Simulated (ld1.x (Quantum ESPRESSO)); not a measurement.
## Which change was made? (Rh, TM)

```json
{
 "Element": "Rh (Z = 45)",
 "Generator": "ld1.x (Quantum ESPRESSO) 7.5",
 "Type": "norm-conserving Troullier–Martins (Kleinman–Bylander form)",
 "Functional": "PBE",
 "Relativity": "fully relativistic",
 "Frozen core": "[Kr]",
 "Valence charge": "9",
 "Reference configuration": "4d8.5 5s0.5 5p0",
 "Partial waves": "5p (bound, empty): rc 3.40 bohr; 4d (bound): rc 1.50 bohr; 5s (bound): rc 1.90 bohr",
 "Local potential": "the s channel",
 "Core correction": "none"
}
```

Open shells are filled in proportion to 2j + 1 (rel_dist='average').

Cutoffs, loose and tight: the cutoffs (Ry, on a coarse ladder) from which the occupation-weighted sum of valence levels, in a spherical-Bessel basis at the reference potential, stays within 10 and 1 mRy of its value at 400 Ry. They do not see the model core or the augmentation charge, which bear on the density cutoff. Test errors are all-electron minus pseudo excitation energies from the reference, over the configurations 4d8 5s1 5p0; 4d8 5s0 5p0; 4d7 5s0 5p0; 4d6 5s0 5p0; 4d8 5s0.5 5p0; 4d7 5s1 5p1; 4d8 5s0 5p1; variants that change the core or the reference have their own tests. The largest error is taken over the tests solved by every variant that gives reliable tests at all, those not shown here included: 4d6 5s0 5p0; 4d7 5s0 5p0; 4d8 5s0 5p0; 4d8 5s0 5p1; 4d8 5s0.5 5p0; 4d8 5s1 5p0.

The base gives: outcome: generated; cutoff, loose: 60 Ry; cutoff, tight: 80 Ry; bound ghosts: none; largest test error (meV): -582.

Q: After one change the result is: outcome: generated; cutoff, loose: 50 Ry; cutoff, tight: 60 Ry; bound ghosts: none; largest test error (meV): -637. Which change was it?
A. all radii scaled by about 0.84 (s 1.60, p 2.86, d 1.26 bohr)
B. all radii scaled by about 0.77 (s 1.46, p 2.62, d 1.16 bohr)
C. all radii scaled by about 1.31 (s 2.48, p 4.44, d 1.96 bohr)

A: C. The others give: all radii scaled by about 0.84 (s 1.60, p 2.86, d 1.26 bohr) → outcome: generated; bound ghosts: p3/2, p1/2, s (extra level of the local part); largest test error (meV): +1052 | all radii scaled by about 0.77 (s 1.46, p 2.62, d 1.16 bohr) → outcome: generated; cutoff, loose: 80 Ry; cutoff, tight: 140 Ry; bound ghosts: p3/2, p1/2; largest test error (meV): -456.
